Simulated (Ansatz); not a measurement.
Basis sets compared for Al₄Ga₃⁺. Charge 1, multiplicity 1. Geometry PBE-D4/def2-SVP. Ansatz on 4 threads of Arm Neoverse V1 on a shared host; times are rough, and most runs start from earlier orbitals.

| atom | x (Å) | y (Å) | z (Å) |
| --- | --- | --- | --- |
| Al1 | 1.028 | -0.237 | -1.722 |
| Al2 | 1.474 | 1.330 | 0.497 |
| Al3 | -0.841 | -1.779 | -0.772 |
| Al4 | 1.262 | -1.405 | 0.715 |
| Ga5 | -2.120 | 0.194 | 0.295 |
| Ga6 | -0.253 | 0.197 | 2.058 |
| Ga7 | -0.551 | 1.699 | -1.072 |

The restricted singlet is unstable towards broken spin symmetry in Hartree–Fock (as tested in another run); at PBE-D4/def2-SVP, PBE-D4/def2-TZVP, PBE0-D4/def2-SVP, PBE0-D4/def2-TZVP this wasn't settled. The structure comes from a short search, and lower isomers may exist.

```json
{"level": "PBE-D4/def2-SVP", "functions": "168", "energy (Eh)": "-6741.7265", "HOMO (eV)": "-9.30", "LUMO (eV)": "-7.50", "wall time": "3.5 s"}
{"level": "PBE0-D4/def2-SVP", "functions": "168", "energy (Eh)": "-6741.9000", "HOMO (eV)": "-9.84", "LUMO (eV)": "-6.93", "wall time": "6.5 s"}
```

(1) Estimate the rows for PBE-D4/def2-TZVP (with forces), PBE0-D4/def2-TZVP.

Answers

(1) 
```tsv
level	functions	energy (Eh)	HOMO (eV)	LUMO (eV)	wall time
PBE-D4/def2-TZVP (with forces)	292	-6742.8183	-9.20	-7.39	9 s
PBE0-D4/def2-TZVP	292	-6742.9866	-9.76	-6.80	19 s
```
